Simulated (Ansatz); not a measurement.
Geometry optimisation, RHF/def2-SVP (Ansatz 0.2.0).

input.yaml

```yaml
crystal:
  periodic: [false, false, false]
  atoms:
    - { symbol: Mo, position_ang: [0.0, 0.0, 0.0] }
    - { symbol: Cl, position_ang: [0.0, 0.0, 2.66] }
    - { symbol: Cl, position_ang: [2.31, 0.0, 0.0] }
    - { symbol: F, position_ang: [0.0, 1.77, 0.0] }
    - { symbol: F, position_ang: [-1.77, 0.0, 0.0] }
    - { symbol: Cl, position_ang: [0.0, -2.31, 0.0] }
    - { symbol: F, position_ang: [0.0, 0.0, -1.77] }
    - { symbol: Br, position_ang: [1.8274, -1.9159, 0.8797] }
    - { symbol: H, position_ang: [1.0322, -1.0821, 2.1967] }
basis:
  gaussian: { orbitals: def2-SVP }
hamiltonian:
  xc: hf
relax:
  f_tol: 0.15
  max_steps: 25
  restrain:
    - { distance: [0, 7], at: 2.49, k: 30.0 }
    - { distance: [8, 1], at: 1.37, k: 30.0 }
    - { distance: [0, 1], at: 3.51, k: 30.0 }
    - { distance: [8, 7], at: 2.75, k: 30.0 }
output:
  orbitals: {}
```

Command:

```bash
$ ansatz run input.yaml --threads 4 --pin off --max-ram 5120MiB --backend cpu --events-out ev --progress --plain --runs-dir out
```

Problem. Where does it end, and by what steps?

Solution. The run converged. The restraints hold the end off the free minimum; the threshold counts their pulls, which the force column leaves out. Restrained pairs: Mo1–Br8 (2.79 → 2.53 Å), Cl2–H9 (1.57 → 1.32 Å), Mo1–Cl2 (2.66 → 3.51 Å), Br8–H9 (1.75 → 2.76 Å). After 14 steps the energy has fallen by 8.706 eV (the restraints' own energy left out); Cl6 moved furthest, 1.20 Å. The start is strongly strained (largest force component 12 eV/Å), so its close contacts needn't be bonds.

| step | energy less start (eV) | largest force component (eV/Å) | accepted |
| --- | --- | --- | --- |
| 0 | 0.0000 | 11.687 | yes |
| 1 | -2.7117 | 9.335 | yes |
| 2 | -4.2874 | 6.979 | yes |
| 3 | -5.6076 | 6.601 | yes |
| 4 | -6.8514 | 2.792 | yes |
| 5 | -7.4609 | 3.114 | yes |
| 6 | -8.0345 | 2.829 | yes |
| 7 | -8.4221 | 1.751 | yes |
| 8 | -8.4196 | 2.151 | yes |
| 9 | -8.5314 | 1.670 | yes |
| 10 | -8.6357 | 1.645 | yes |
| 11 | -8.6415 | 1.402 | yes |
| 12 | -8.6668 | 1.174 | yes |
| 13 | -8.6886 | 1.283 | yes |
| 14 | -8.7060 | 1.136 | yes |

```xyz
9
Properties=species:S:1:pos:R:3
Mo 0.266 0.339 -0.442
Cl 0.077 -0.126 3.035
Cl 2.663 0.731 -0.240
F -0.096 1.810 0.516
F -1.584 -0.121 -0.470
Cl -0.514 -3.248 0.548
F 0.374 -0.010 -2.193
Br 1.164 -1.902 0.301
H 1.051 -1.010 2.912
```

Time of the run: 120 s on 4 threads of Arm Neoverse V2, on a shared host, peak memory 0.72 GiB.
